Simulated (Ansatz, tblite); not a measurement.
Cost and result up the ladder for Si20H30, a nanocrystal cut from cubic silicon (50 atoms). Total charge 0; singlet. Geometry: PBE-D4/def2-SVP.

```xyz
50

Si    0.3221    1.7826   -2.3357
Si   -0.7651   -1.7373   -3.6457
Si    2.9533    0.0406   -0.1060
Si    1.7441   -3.3988   -1.5171
Si   -3.4812    0.9673   -1.9588
Si    0.4471    2.5359    1.4517
Si   -3.3625    1.6852    1.6573
Si   -0.7503   -0.8778    0.1998
Si    1.8807   -2.5811    2.5871
Si   -0.5092   -0.2004    4.0744
Si    0.5096    0.2014   -4.0734
Si   -1.8806    2.5823   -2.5874
Si    0.7503    0.8787   -0.1994
Si   -0.4479   -2.5355   -1.4509
Si    3.3612   -1.6867   -1.6567
Si    3.4820   -0.9669    1.9580
Si   -2.9537   -0.0407    0.1053
Si   -1.7456    3.3975    1.5177
Si    0.7663    1.7375    3.6461
Si   -0.3221   -1.7813    2.3363
H     1.2915    2.9149   -2.5912
H    -2.2168   -1.4516   -3.9272
H    -0.3213   -2.8253   -4.5952
H     3.9197    1.1749   -0.3642
H     1.8550   -4.2685   -2.7474
H     2.0357   -4.2642   -0.3195
H    -3.6133   -0.0556   -3.0564
H    -4.8209    1.6485   -1.8056
H     1.4153    3.6682    1.1920
H    -4.7175    2.2734    1.3409
H    -3.4117    1.1607    3.0683
H     2.1063   -3.8417    1.7945
H     2.0810   -2.9169    4.0463
H    -1.9434    0.1909    4.3161
H     0.0067   -0.8484    5.3379
H    -0.0061    0.8489   -5.3371
H     1.9441   -0.1892   -4.3146
H    -2.0803    2.9172   -4.0469
H    -2.1068    3.8434   -1.7956
H    -1.4175   -3.6667   -1.1915
H     3.4111   -1.1635   -3.0681
H     4.7161   -2.2748   -1.3393
H     4.8209   -1.6493    1.8036
H     3.6160    0.0558    3.0554
H    -3.9195   -1.1757    0.3620
H    -2.0373    4.2619    0.3193
H    -1.8571    4.2683    2.7472
H     0.3248    2.8257    4.5965
H     2.2182    1.4505    3.9254
H    -1.2912   -2.9139    2.5918
```

Ansatz on 2 threads of AMD EPYC 7R13 on a shared host and a share (18 GiB) of an NVIDIA H100 80GB HBM3; xTB runs through tblite on one thread. Times are rough, summed over both states, and most runs start from the orbitals of an earlier one. PBE0-D4/def2-SVP serves as the yardstick here, not as an exact answer. The other state is a doublet.

The xTB rows come from tblite. Single mean-field runs in def2-SVP are fitted with def2-universal-jkfit.

Run but left out: PBE-D4/def2-SVP (charge +1 doublet: an occupied level 0.03 eV above an empty one).

Raw xTB energies of ions are shifted by several eV.

```tsv
level	functions	wall time	vertical IE (eV)	difference from PBE0-D4/def2-SVP (eV)
GFN1-xTB	240	0.8 s	12.45	4.08
GFN2-xTB	210	1.1 s	10.34	1.97
r2SCANh-D4/def2-SVP	510	45 s	8.24	-0.13
PBE0-D4/def2-SVP	510	65 s	8.37	0.00
```
